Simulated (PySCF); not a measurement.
Computed shifts of a molecule C6H8N2, PBE/pcSseg-1 (PySCF), GIAO, gas phase, equivalent atoms averaged, in ppm (number of nuclei): ¹⁵N: 79.9 (2). ¹³C: 142.1 (2), 117.3 (4). ¹H: 6.52 (4), 2.83 (4). References: ¹⁵N against NH3 (σ = 267.0 ppm); ¹³C against TMS (σ = 182.0 ppm); ¹H against TMS (σ = 31.49 ppm), references at their B3LYP-D3(BJ)/def2-TZVP geometries, non-relativistic. The structure is a stationary point at PBE0-D3(BJ)/def2-SVP. The values are those of a single conformer.

Question: Pick the molecule that these values belong to.
A. Cc1cncc(C)n1
B. CCc1ncccn1
C. CCc1ccncn1
D. Nc1ccc(N)cc1

Answer: D, Nc1ccc(N)cc1
